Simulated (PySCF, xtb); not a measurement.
ClI, SMILES ClI (connectivity only; charge and spin as stated), charge -1, multiplicity 2. Atoms are numbered in the order given.

```xyz
2

Cl     0.0000     0.0000    -2.1848
I      0.0000     0.0000     0.7008
```
Charge -1, spin multiplicity 2.

Coordinates come from a PBE0-D3(BJ)/def2-TZVPD optimisation. The spin state was assumed, not searched. The def2 effective core potentials stand for the cores of I; spin–orbit coupling is left out.

Level of theory: C-PCM-B3LYP/def2-TZVPD (PySCF).

The values are the electrostatic part of the solvation free energy, E(continuum) − E(gas) at the gas-phase geometry, in a cavity of scaled van der Waals radii (PySCF's table); cavitation and dispersion terms are not included.

```csv
solvent,ε,ΔG(elec) (kcal/mol)
water,78.36,-53.6
chlorobenzene,5.70,___
toluene,2.37,-31.1
```

Some entries are withheld; supply them. (An estimate is asked for; the answer gives what the named calculation found.)


- chlorobenzene, ΔG(elec) (kcal/mol): -44.6

For comparison, GFN2-xTB/ALPB(water) (xtb, at the GFN2-xTB geometry, all terms of that model) gives -53.6 kcal/mol.
